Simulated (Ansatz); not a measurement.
Basis-set extrapolation for C8H8O3 (`COc1ccc(C(=O)O)cc1`) (PBE0-D4/def2-TZVP geometry, frozen core, Ansatz). Multiplicity 1, RHF reference.

```csv
,def2-TZVPP,def2-QZVPP
HF,-532.419223,-532.441985
MP2 correlation,-1.956495,-2.093502
CCSD(T) correlation,-2.079368,not run
```

Energies in hartree. Use E(X) = E(∞) + A·exp(−7.88·√X) for Hartree–Fock and E(X) = E(∞) + B·X^(−2.97) for correlation, with X = 3 and 4, and add CCSD(T) minus MP2 of the smaller set to the MP2 limit.

**Question.** What is the CCSD(T) energy at the basis-set limit?

**Answer.** HF limit: -532.441985 + (-0.022762) × 0.13774 = -532.44512. MP2 limit: -2.093502 + (-0.137007) × 0.74074 = -2.19499. Higher-order term: -2.079368 − (-1.956495) = -0.12287. Total: -534.76298 hartree, 694.2 kJ/mol below CCSD(T)/def2-TZVPP.
